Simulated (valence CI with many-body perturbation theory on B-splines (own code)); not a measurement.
Forbidden lines of Ru XXIII

Method: relativistic CI+MBPT: four valence electrons over a frozen Dirac-Fock core [Ar], radial functions for each j: 7 s, 7 p, 8 d, 6 f, 4 g, 1 h, with the one-electron correlation potential Σ1 (screened to all orders), the two-electron term Σ2, the three-electron term Σ3, Breit, model QED; selected single and double excitations, second order for the rest, scaled by the run's own slope (own B-spline code, finite nucleus).

No measured spectrum was set against this ion. As an estimate, terms of the open shell hold to 2 to 4 % of their energy, and close levels can change places. Only levels of the ground parity were solved; by the run's estimate the other parity begins above the list, which can be wrong where configurations are misplaced.

Lines 1 to 50 of 120 in falling wavelength, among levels below 56.135 eV, chosen from the decays that carry over 1 % of a level's rate. Wavelengths and rates use the calculated energies, so an error of 3000 cm⁻¹ moves a line at 5451 Å by 16 % and its rate by three times that or more. Weak lines are less certain than strong ones. Lines between different terms over intervals too small for the method are left out, as are lines whose strength nearly cancels. Branching is blank where the lifetime is uncertain.

Names give the largest LS component (configuration and term), which can be under half, so a name can repeat, a term be missing and a line seem to break the LS rules; names also repeat where a configuration has a term twice. Letters in brackets count levels of one name in rising energy.

```
λ vac (Å)         Upper         Lower  Type   A (s⁻¹)  Branch %
    11230      3d⁴ ⁵D_4      3d⁴ ⁵D_3    M1  1.67e+01     100.0
    11210      3d⁴ ³H_6      3d⁴ ³H_5    M1  9.73e+00      99.9
     8299      3d⁴ ⁵D_3      3d⁴ ⁵D_2    M1  7.40e+01     100.0
     6880      3d⁴ ⁵D_2      3d⁴ ⁵D_1    M1  1.53e+02     100.0
     6390      3d⁴ ⁵D_1      3d⁴ ⁵D_0    M1  1.65e+02     100.0
     5451      3d⁴ ³G_3      3d⁴ ³H_4    M1  4.67e+01       2.8
     5366  3d⁴ ³P_2 [b]  3d⁴ ³F_3 [a]    M1  4.34e+01       1.0
     4712      3d⁴ ³H_5      3d⁴ ³H_4    M1  1.75e+02      56.6
     4589      3d⁴ ³G_5  3d⁴ ³F_4 [a]    M1  1.88e+01       1.4
     4379      3d⁴ ³G_4      3d⁴ ³G_3    M1  1.97e+02      12.3
     3972  3d⁴ ³P_2 [a]  3d⁴ ³F_2 [a]    M1  3.49e+01       3.8
     3857  3d⁴ ³P_2 [a]  3d⁴ ³P_1 [a]    M1  2.10e+02      23.1
     3736  3d⁴ ³P_2 [b]  3d⁴ ³P_2 [a]    M1  7.80e+01       1.8
     3637  3d⁴ ³F_4 [a]      3d⁴ ³H_5    M1  1.32e+02       6.5
     3436  3d⁴ ³P_2 [c]  3d⁴ ¹D_2 [a]    M1  1.39e+02       4.6
     3409      3d⁴ ³G_5      3d⁴ ³G_4    M1  3.97e+02      30.1
     3285  3d⁴ ³P_1 [a]  3d⁴ ³P_0 [a]    M1  4.75e+02      11.8
     3126  3d⁴ ¹D_2 [a]      3d⁴ ³D_1    M1  1.84e+02       4.3
     3002  3d⁴ ³F_3 [a]  3d⁴ ³F_2 [a]    M1  2.78e+02      17.2
     3002  3d⁴ ¹G_4 [a]      3d⁴ ³G_5    M1  1.81e+02       5.4
     2909      3d⁴ ³D_1  3d⁴ ³P_2 [a]    M1  3.34e+02       6.9
     2670  3d⁴ ³F_3 [a]      3d⁴ ³G_3    M1  1.61e+02       9.9
     2541      3d⁴ ³H_4      3d⁴ ⁵D_4    M1  5.43e+02      77.6
     2525  3d⁴ ¹D_2 [a]  3d⁴ ³P_2 [b]    M1  1.68e+02       3.9
     2520  3d⁴ ¹G_4 [a]      3d⁴ ³D_3    M1  8.39e+01       2.5
     2493  3d⁴ ³F_2 [b]      3d⁴ ¹F_3    M1  2.53e+02       4.9
     2477      3d⁴ ³G_5      3d⁴ ³H_6    M1  3.06e+02      23.2
     2428      3d⁴ ³G_4      3d⁴ ³H_4    M1  8.27e+02      51.6
     2401      3d⁴ ³D_3  3d⁴ ³F_2 [a]    M1  4.77e+02      13.9
     2184      3d⁴ ³D_3      3d⁴ ³G_3    M1  6.85e+02      20.0
     2082  3d⁴ ¹G_4 [a]  3d⁴ ³F_3 [a]    M1  6.39e+02      19.1
     2072      3d⁴ ³H_4      3d⁴ ⁵D_3    M1  1.56e+02      22.4
     2052  3d⁴ ³F_4 [a]      3d⁴ ³H_4    M1  6.10e+02      29.8
     2035      3d⁴ ¹F_3  3d⁴ ³P_2 [b]    M1  1.29e+02          
     2030  3d⁴ ³F_4 [b]  3d⁴ ¹G_4 [a]    M1  1.39e+02          
     2029      3d⁴ ³G_5      3d⁴ ³H_5    M1  4.67e+02      35.4
     2014  3d⁴ ³F_2 [b]  3d⁴ ¹D_2 [a]    M1  2.32e+02       4.5
     2005  3d⁴ ¹D_2 [a]      3d⁴ ³D_3    M1  7.71e+02      18.1
     1957      3d⁴ ¹I_6      3d⁴ ³H_6    M1  7.18e+02      46.5
     1925  3d⁴ ³P_2 [b]  3d⁴ ³F_2 [a]    M1  3.99e+02       9.3
     1898  3d⁴ ³P_2 [b]  3d⁴ ³P_1 [a]    M1  2.81e+02       6.6
     1888  3d⁴ ³F_3 [b]  3d⁴ ¹D_2 [a]    M1  4.02e+02          
     1815  3d⁴ ¹G_4 [a]  3d⁴ ³F_4 [a]    M1  1.02e+03      30.7
     1783  3d⁴ ³P_2 [b]      3d⁴ ³G_3    M1  9.05e+01       2.1
     1733      3d⁴ ³G_3      3d⁴ ⁵D_4    M1  7.81e+01       4.7
     1717  3d⁴ ¹D_2 [a]  3d⁴ ³F_3 [a]    M1  1.45e+02       3.4
     1683      3d⁴ ¹F_3      3d⁴ ³D_3    M1  1.04e+03          
     1679      3d⁴ ³D_1  3d⁴ ³F_2 [a]    M1  6.51e+02      13.3
     1666      3d⁴ ¹I_6      3d⁴ ³H_5    M1  8.24e+02      53.4
     1658      3d⁴ ³D_1  3d⁴ ³P_1 [a]    M1  9.74e+02      20.0
```
